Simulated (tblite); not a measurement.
Species: C6H8B (doublet state).
Bonds: C1–C2 (double), C2–C3, C3–C4 (double), C4–C5, C4–B6, B6–C7, C2–C7. Hydrogens: H8, H9 on C1; H10 on C3; H11, H12, H13 on C5; H14, H15 on C7.
Bond orders are those of one Lewis drawing.

Computed with GFN2-xTB (tblite), gas phase: L-BFGS steps from a force-field or distance-geometry start until the largest atomic force falls under 0.01 eV/Å.

Step 16: E = -490.0338 eV
```
atom  x, y, z in Å  |  force x, y, z in eV/Å
C1     -2.2596    0.8983   -0.5427    0.049   0.007   0.014
C2     -1.1752    0.1878   -0.1921   -0.053  -0.022   0.028
C3      0.1844    0.5870   -0.3599    0.225  -0.106   0.121
C4      1.1440   -0.3206    0.1170   -0.119   0.075  -0.025
C5      2.6152   -0.0602    0.0594    0.048   0.014  -0.009
B6      0.2799   -1.2138    0.8837    0.006  -0.069   0.144
C7     -1.2419   -1.1263    0.5683    0.017  -0.114   0.055
H8     -3.2552    0.5233   -0.3814    0.002   0.048  -0.014
H9     -2.1577    1.8770   -0.9763   -0.060   0.043  -0.030
H10     0.4442    1.5440   -0.7772    0.016   0.130  -0.091
H11     2.9089    0.5651    0.9063    0.006  -0.004  -0.040
H12     2.8949    0.4637   -0.8525   -0.055   0.007  -0.029
H13     3.1903   -0.9841    0.1205   -0.088   0.000  -0.021
H14    -1.8880   -1.0189    1.4412   -0.090   0.045  -0.022
H15    -1.6887   -1.9141   -0.0364    0.097  -0.055  -0.082
```

Step 17: E = -490.0384 eV
```
atom  x, y, z in Å  |  force x, y, z in eV/Å
C1     -2.2595    0.8990   -0.5421    0.076  -0.006   0.018
C2     -1.1763    0.1874   -0.1930    0.007  -0.027   0.048
C3      0.1849    0.5872   -0.3595    0.240  -0.097   0.122
C4      1.1423   -0.3208    0.1185   -0.079   0.089   0.017
C5      2.6169   -0.0602    0.0565   -0.034  -0.001  -0.002
B6      0.2790   -1.2096    0.8979   -0.008  -0.009   0.097
C7     -1.2428   -1.1241    0.5714    0.020  -0.129   0.050
H8     -3.2532    0.5202   -0.3823   -0.025   0.070  -0.018
H9     -2.1520    1.8785   -0.9711   -0.091   0.057  -0.048
H10     0.4482    1.5464   -0.7750   -0.015   0.063  -0.078
H11     2.9121    0.5659    0.9048   -0.002  -0.044  -0.100
H12     2.8883    0.4650   -0.8594   -0.042  -0.031   0.039
H13     3.1902   -0.9874    0.1160   -0.107   0.068  -0.033
H14    -1.9089   -1.0195    1.4301   -0.037   0.045  -0.009
H15    -1.6735   -1.9200   -0.0349    0.097  -0.048  -0.104
```

Task: Estimate the geometry and energy of step 18. (The exact step hangs on the optimiser's Hessian estimate; all steps are aligned on step 17, rigid shifts and turns removed.)

Result: E = -490.0429 eV, largest force 0.164 eV/Å
```
atom  x, y, z in Å  |  force x, y, z in eV/Å
C1     -2.2580    0.8998   -0.5412    0.088  -0.014   0.021
C2     -1.1764    0.1864   -0.1930    0.073  -0.019   0.061
C3      0.1881    0.5869   -0.3573    0.138  -0.027   0.084
C4      1.1403   -0.3205    0.1211   -0.008   0.060   0.083
C5      2.6178   -0.0602    0.0532   -0.115  -0.016   0.003
B6      0.2781   -1.2053    0.9152   -0.019   0.044   0.046
C7     -1.2436   -1.1240    0.5752    0.019  -0.093   0.025
H8     -3.2516    0.5186   -0.3838   -0.021   0.089  -0.021
H9     -2.1483    1.8812   -0.9664   -0.104   0.039  -0.049
H10     0.4518    1.5492   -0.7738   -0.040  -0.033  -0.049
H11     2.9156    0.5660    0.9013   -0.004  -0.061  -0.127
H12     2.8809    0.4659   -0.8660   -0.029  -0.058   0.081
H13     3.1885   -0.9897    0.1108   -0.104   0.097  -0.041
H14    -1.9314   -1.0194    1.4179    0.027   0.025  -0.010
H15    -1.6561   -1.9271   -0.0352    0.099  -0.033  -0.105
```

The energy changes by -0.0046 eV. The first-order estimate −F·Δx gives -0.0063 eV and the mean of the old and new forces, exact on a quadratic surface, -0.0045 eV. The step makes an angle of 71° with the force vector and moves no atom by more than 0.026 Å.

The cost below is that of the whole relaxation. On an Intel Xeon Platinum 8259CL at 2.50 GHz with one thread, shared host, this took 0.56 s of wall time.
